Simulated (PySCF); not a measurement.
Cl₃Y, SMILES [Cl][Y+]([Cl])[Cl] (connectivity only; charge and spin as stated), charge +1, multiplicity 2.

Geometry optimised at PBE0-D3(BJ)/def2-SVP. A frequency run showed that this geometry is not a minimum. The spin state was assumed, not searched. The def2 effective core potentials stand for the cores of Y; spin–orbit coupling is left out.

Computed with PySCF with B3LYP/def2-TZVPD.

The molecule is in vacuum.

| Property | Result |
|---|---|
| total energy | -1418.89909 hartree |
| point group | C3v |
| α spin, highest occupied and lowest empty level | -14.22 and -7.59 eV |
| β spin, highest occupied and lowest empty level | -13.74 and -12.43 eV |
| dipole moment about the centre of nuclear charge | 5.56 D |
| mean static polarisability | 122.9 bohr³ (18.21 Å³) |
| polarisability, principal values | 55.3, 156.7, 156.7 bohr³ |
| ⟨S²⟩ | 0.759 (pure state 0.75) |
